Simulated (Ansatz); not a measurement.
Al₄Ru⁻. Total charge -1; doublet. Geometry PBE0-D4/def2-SVP, that of the neutral singlet; atoms count from 1.

```xyz
5

Ru    0.310    0.888    0.081
Al   -1.412   -0.423    0.804
Al   -1.130    0.901   -1.826
Al    0.893   -1.067   -0.941
Al    1.340   -0.300    1.881
```

In the def2 sets Ru takes a core potential; there is no spin–orbit coupling. The structure comes from a short search, and lower isomers may exist.

(1) Estimate the Mulliken populations from the PBE0/def2-TZVPD orbitals of Ansatz.

(2) Where does the spin sit?

(3) And the Mayer bond orders between bonded heavy atoms (over 0.3)?

Results:

(1) 
| atom | charge (e) | spin (α − β) | d electrons |
| --- | --- | --- | --- |
| Ru1 | -0.02 | 0.34 | 7.22 |
| Al2 | -0.26 | 0.16 | – |
| Al3 | -0.24 | 0.17 | – |
| Al4 | -0.26 | 0.16 | – |
| Al5 | -0.24 | 0.17 | – |
Mulliken values and Mayer orders depend strongly on the basis. With diffuse functions, as here, like atoms can get unlike values, and bond orders can come out too low or too high.

(2) Summed by element: Ru 0.34, Al 0.66, of 1 unpaired in all. Largest on single atoms: Ru1 0.34, Al5 0.17, Al3 0.17.

(3) Ru1–Al2 1.25 (2.28 Å); Ru1–Al3 1.05 (2.39 Å); Ru1–Al4 1.25 (2.28 Å); Ru1–Al5 1.05 (2.39 Å). Values over 0.3 also appear between atoms too far apart for a bond (Al3–Al5 0.32 at 4.61 Å); they arise where an orbital or an unpaired electron spreads over both atoms.
